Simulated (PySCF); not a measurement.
C3H11OSi (SMILES C[Si](C)(C)[OH2+]), charge +1, singlet, geometry from GFN2-xTB, atoms displaced at random by about 0.03 Å a coordinate; PySCF with HF/STO-3G, gradient by finite differences.

Input for PySCF:
```python
from pyscf import gto, scf

mol = gto.Mole()
mol.atom = '''
    C    -0.006498    1.573942   -1.054053
    Si    0.204840   -0.022590   -0.167167
    C    -0.612760   -1.525007   -1.008808
    C     1.652816   -0.230640    0.995075
    O    -1.216110    0.213007    1.279830
    H     0.676205    1.689223   -1.928988
    H     0.176568    2.437539   -0.431963
    H    -1.001040    1.731484   -1.495654
    H    -0.649543   -2.369790   -0.247919
    H     0.152400   -2.054242   -1.711457
    H    -1.504187   -1.347738   -1.426276
    H     1.524818   -1.031885    1.740717
    H     2.570168   -0.524674    0.400594
    H     1.900581    0.656774    1.502643
    H    -1.115475    0.801711    1.973816
    H    -2.126117    0.086021    1.070788
'''
mol.basis = 'sto-3g'
mol.charge = 1
mol.spin = 0
mol.verbose = 4
mol.build()

mf = scf.RHF(mol)
mf.conv_tol = 1e-11
mf.kernel()
scan, done = mf.as_scanner(), []
scan.scf_summary = {}
def energy(d):
    c = mol.atom_coords()
    c[14, 2] += d
    e = scan(mol.set_geom_(c, unit='Bohr', inplace=False))
    done.append(scan.converged)
    return e
h = 1e-5
fd = (energy(h) - energy(-h)) / (2 * h)
print('dE/dx =', fd)
```

Output, abridged:

```
PySCF version 2.14.0

[INPUT] verbose = 4
[INPUT] num. atoms = 16
[INPUT] num. electrons = 50
[INPUT] charge = 1
[INPUT] spin (= nelec alpha-beta = 2S) = 0
[INPUT] symmetry False subgroup None
[INPUT] Mole.unit = angstrom
[INPUT] Symbol           X                Y                Z      unit          X                Y                Z       unit  Magmom
[...]
nuclear repulsion = 253.110697513072
number of shells = 28
number of NR pGTOs = 120
number of NR cGTOs = 40
basis = sto-3g
ecp = {}

******** <class 'pyscf.scf.hf.RHF'> ********
method = RHF
initial guess = minao
damping factor = 0
level_shift factor = 0
DIIS = <class 'pyscf.scf.diis.CDIIS'>
diis_start_cycle = 1
diis_space = 8
diis_damp = 0
SCF conv_tol = 1e-11
SCF conv_tol_grad = None
SCF max_cycles = 50
direct_scf = True
direct_scf_tol = 1e-13
Set gradient conv threshold to 3.16228e-06
Initial guess from minao.
init E= -478.305931901716
[...]
cycle= 1 E= -477.910818346411  delta_E= 0.395  |g|= 0.297  |ddm|= 4.29
[...]
cycle= 2 E= -477.94590626285  delta_E= -0.0351  |g|= 0.0689  |ddm|= 0.509
[...]
cycle= 3 E= -477.94810758112  delta_E= -0.0022  |g|= 0.0184  |ddm|= 0.124
[...]
cycle= 4 E= -477.948294330269  delta_E= -0.000187  |g|= 0.002  |ddm|= 0.0427
[...]
cycle= 5 E= -477.948297137027  delta_E= -2.81e-06  |g|= 0.000412  |ddm|= 0.00484
[...]
cycle= 6 E= -477.948297239142  delta_E= -1.02e-07  |g|= 8.33e-05  |ddm|= 0.000962
[...]
cycle= 7 E= -477.948297242905  delta_E= -3.76e-09  |g|= 1.42e-05  |ddm|= 0.000178
[...]
cycle= 8 E= -477.948297243057  delta_E= -1.53e-10  |g|= 2.99e-06  |ddm|= 3.72e-05
[...]
cycle= 9 E= -477.948297243062  delta_E= -5.23e-12  |g|= 6.9e-07  |ddm|= 8.6e-06
[...]
Extra cycle  E= -477.948297243063  delta_E= -4.55e-13  |g|= 2.64e-07  |ddm|= 1.38e-06
converged SCF energy = -477.948297243063
Create scanner for <class 'pyscf.scf.hf.RHF'>

WARN: Mole.unit (angstrom) is changed to Bohr

New geometry
   1 C     -0.006498000000   1.573942000000  -1.054053000000 AA   -0.012279440357   2.974319315950  -1.991871490776 Bohr
   2 Si     0.204840000000  -0.022590000000  -0.167167000000 AA    0.387091499356  -0.042688913154  -0.315899847065 Bohr
   3 C     -0.612760000000  -1.525007000000  -1.008808000000 AA   -1.157948580088  -2.881845568045  -1.906370832270 Bohr
   4 C      1.652816000000  -0.230640000000   0.995075000000 AA    3.123369574299  -0.435846433370   1.880419223402 Bohr
[...]
converged SCF energy = -477.948297986881
[...]
   3 C     -0.612760000000  -1.525007000000  -1.008808000000 AA   -1.157948580088  -2.881845568045  -1.906370832270 Bohr
   4 C      1.652816000000  -0.230640000000   0.995075000000 AA    3.123369574299  -0.435846433370   1.880419223402 Bohr
   5 O     -1.216110000000   0.213007000000   1.279830000000 AA   -2.298114837345   0.402524892615   2.418528186002 Bohr
   6 H      0.676205000000   1.689223000000  -1.928988000000 AA    1.277842254062   3.192168833316  -3.645259017573 Bohr
   7 H      0.176568000000   2.437539000000  -0.431963000000 AA    0.333665162362   4.606281127946  -0.816291765945 Bohr
   8 H     -1.001040000000   1.731484000000  -1.495654000000 AA   -1.891691439735   3.272030549066  -2.826376437110 Bohr
   9 H     -0.649543000000  -2.369790000000  -0.247919000000 AA   -1.227458376128  -4.478254072733  -0.468499011076 Bohr
  10 H      0.152400000000  -2.054242000000  -1.711457000000 AA    0.287994261384  -3.881954773579  -3.234185003970 Bohr
  11 H     -1.504187000000  -1.347738000000  -1.426276000000 AA   -2.842501470131  -2.546855707669  -2.695271018040 Bohr
  12 H      1.524818000000  -1.031885000000   1.740717000000 AA    2.881488409807  -1.949980042047   3.289478390375 Bohr
  13 H      2.570168000000  -0.524674000000   0.400594000000 AA    4.856913614121  -0.991490164680   0.757012947144 Bohr
  14 H      1.900581000000   0.656774000000   1.502643000000 AA    3.591577567552   1.241122985735   2.839583732995 Bohr
  15 H     -1.115475000000   0.801711000000   1.973810708228 AA   -2.107942248799   1.515014221051   3.729961660285 Bohr
  16 H     -2.126117000000   0.086021000000   1.070788000000 AA   -4.017778838782   0.162556130961   2.023496057471 Bohr

******** <class 'pyscf.scf.hf.RHF_Scanner'> ********
method = RHF_Scanner
initial guess = minao
damping factor = 0
level_shift factor = 0
DIIS = <class 'pyscf.scf.diis.CDIIS'>
diis_start_cycle = 1
diis_space = 8
diis_damp = 0
SCF conv_tol = 1e-11
SCF conv_tol_grad = None
SCF max_cycles = 50
direct_scf = True
direct_scf_tol = 1e-13
Set gradient conv threshold to 3.16228e-06
init E= -477.948300560419
[...]
cycle= 1 E= -477.94829649919  delta_E= 4.06e-06  |g|= 1.82e-06  |ddm|= 8.82e-06
[...]
cycle= 2 E= -477.948296499192  delta_E= -2.27e-12  |g|= 6.93e-07  |ddm|= 3.38e-06
[...]
Extra cycle  E= -477.948296499192  delta_E= -3.41e-13  |g|= 2.82e-07  |ddm|= 1.3e-06
converged SCF energy = -477.948296499192
dE/dx = -0.07438442253260291
```
